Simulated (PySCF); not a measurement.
**WO₂I₂, singlet: data card**

These are results of PBE0/[W def2-SVP with ECP60, O def2-SVP, I def2-SVP with ECP28], scalar-relativistic core potentials, density fitting, no spin–orbit coupling, PySCF, not measurements.

The structure is a minimum.

```xyz
5
charge 0 multiplicity 1, angstrom
W     0.0000    0.0000    0.6945
O     0.0000    1.3578    1.7059
O     0.0000   -1.3578    1.7059
I     2.2048    0.0000   -0.7187
I    -2.2048    0.0000   -0.7187
```

```json
{
  "Point group": "C2v",
  "Bond lengths": "W–I 2.619 Å (×2), W–O 1.693 Å (×2)",
  "Bond angles": "I–W–I 114.7°, I–W–O 108.8° (×4), O–W–O 106.6°",
  "Principal quadrupole moments (Buckingham, traceless) about the centre of mass": "-4.91, -4.11, 9.02 D Å",
  "Lowest empty level": "-3.59 eV",
  "Rotational constants": "0.04533, 0.01304, 0.0109 cm⁻¹",
  "Heat capacity Cp at 298.15 K": "89.4 J/(mol K)",
  "Rotational symmetry number": "2",
  "Highest occupied level": "-8.43 eV",
  "Entropy at 298.15 K and 1 bar": "385.0 J/(mol K)",
  "Principal polarisabilities": "69.5, 86.5, 135.6 bohr³",
  "Zero-point energy": "20.7 kJ/mol",
  "Dipole moment": "2.34 D",
  "Enthalpy at 298.15 K above 0 K": "20.69 kJ/mol",
  "Atomisation energy without zero-point energy": "1982 kJ/mol"
}
```

Harmonic modes (masses in u: W 183.951, O 15.995, I 126.904):
```
symmetry  ω (cm⁻¹)  IR (km/mol)   μ (u)     type
      a1        56          0.0  108.95     bend
      b2       127          1.9   24.07     bend
      b1       181          0.7   25.11     bend
      a2       192          0.0   16.66     bend
      a1       197          2.7   85.83  stretch
      b1       270         44.5   45.00     bend
      a1       364          3.4   17.91     bend
      b2      1018          132   17.69  stretch
      a1      1058          116   16.97  stretch
```

In C2v the vibrations span 4a1 + 2b2 + 2b1 + a2. The a2 mode carries no infrared intensity, as symmetry demands.

Charges (e):
| atom | Mulliken | Löwdin | polar tensor | Mayer order to W1 |
| --- | --- | --- | --- | --- |
| W1 | 0.88 | -0.27 | 1.86 | – |
| O2,3 | -0.28 | -0.09 | -0.61 | 2.13 |
| I4,5 | -0.16 | 0.22 | -0.33 | 1.14 |

Mulliken populations on W1 (electrons outside its core potential): s 2.56, p 6.33, d 4.06, f 0.18.

Outer orbital energies (eV). occupied: -11.52, -11.02, -9.87, -9.80, -9.09, -8.67, -8.52, -8.43; empty: -3.59, -2.55, -2.49, -1.14.

Formally W is in oxidation state +6, d0. The polar-tensor charge on W, 1.86, is far below the formal one.

Only a few start shapes were tried, so a lower isomer may exist. No spin–orbit coupling is included, which matters more the heavier the element.

The final relaxation and frequency run took of the order of 4 core-minutes on a shared host.
